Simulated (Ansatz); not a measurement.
Start from `CO[Si](N)(F)[SiH3]` and change one atom or group to get `N[Si](F)([SiH3])Cl`.

Ansatz, PBE0-D4/def2-TZVP geometries, multiplicity 1. Each molecule was computed in one conformer, which needn't be the lowest.

```tsv
property	`CO[Si](N)(F)[SiH3]`
size of the dipole moment (PBE/def2-TZVPP) / D	2.33
HOMO energy (ωB97M-V/def2-TZVPP) / eV	-9.73
size of the dipole moment (B3LYP/def2-TZVPP) / D	2.33
size of the dipole moment (ωB97M-V/def2-TZVPP) / D	2.32
HOMO energy (PBE/def2-TZVPP) / eV	-6.22
LUMO energy (PBE/def2-TZVPP) / eV	-0.53
```

Q: What does the change do to each property? (Estimate.)

A: Ansatz gave: 
| property | `N[Si](F)([SiH3])Cl` | shift |
| --- | --- | --- |
| size of the dipole moment (PBE/def2-TZVPP) / D | 2.31 | -0.02 |
| HOMO energy (ωB97M-V/def2-TZVPP) / eV | -10.32 | -0.59 |
| size of the dipole moment (B3LYP/def2-TZVPP) / D | 2.35 | 0.02 |
| size of the dipole moment (ωB97M-V/def2-TZVPP) / D | 2.34 | 0.02 |
| HOMO energy (PBE/def2-TZVPP) / eV | -6.70 | -0.48 |
| LUMO energy (PBE/def2-TZVPP) / eV | -1.10 | -0.57 |

Dipoles are sizes alone; their direction can turn.

B3LYP here is the variant with VWN-RPA as its local correlation; programs differ in this.
